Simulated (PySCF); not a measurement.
Species: C₇H₇OS (charge -1).
Cartesian coordinates in Å at the GFN2-xTB level; atoms count from 1:
```
atom  x, y, z in Å
C1    -2.3506   -0.2423   -0.9761
C2    -1.6778    0.3460   -0.0005
C3    -0.8793   -0.3630    1.0395
C4     0.5790   -0.0224    0.8608
C5     1.3450   -0.4213   -0.2546
C6     2.6307   -0.0028   -0.2373
S7     2.9862    0.9348    1.1902
C8     1.2451    0.7513    1.7977
O9     0.8908    1.2595    2.8617
H10   -2.4079   -1.3176   -1.0532
H11   -2.8673    0.3142   -1.7436
H12   -1.6240    1.4270    0.0459
H13   -1.0434   -1.4453    0.9692
H14   -1.1740   -0.0213    2.0362
H15    0.9290   -1.0156   -1.0568
H16    3.4108   -0.1720   -0.9554
```

A PySCF run (density fitting, gas phase, GFN2-xTB geometry) gave HOMO -0.24 eV, LUMO 3.51 eV.

Question: Which of these levels was it?
A. PBE0/6-31++G**
B. B3LYP/def2-SVPD
C. wB97X-D/pcSseg-1
D. PBE0/pcSseg-1

Answer: B. It is B3LYP/def2-SVPD. All candidates on this geometry:

| level and settings | kind | basis functions | SCF cycles | E (Eh) | HOMO (eV) | LUMO (eV) |
| --- | --- | --- | --- | --- | --- | --- |
| PBE0/6-31++G**, fitting basis def2-universal-jkfit | global hybrid | 208 | 13 | -743.8450 | -0.38 | 2.65 |
| B3LYP/def2-SVPD, energy threshold 1e-08 Eh | global hybrid | 246 | 12 | -744.0540 | -0.24 | 3.51 |
| PBE0/pcSseg-1 | global hybrid | 195 | 15 | -743.7857 | -0.21 | 4.01 |
| wB97X-D/pcSseg-1, level shift 0.2 Eh, fitting basis def2-qzvpp-jkfit | range-separated hybrid | 195 | 15 | -744.2007 | -1.92 | 5.78 |

The nearest other candidate, by the summed differences of HOMO and LUMO, is PBE0/pcSseg-1: its HOMO differs by +0.03 eV and its LUMO by +0.50 eV. wB97X-D ran without the empirical dispersion term, which would shift the total energy alone. Cycle counts include a coarse-grid stage where the run had one. All basis functions are spherical, in the Pople sets too.
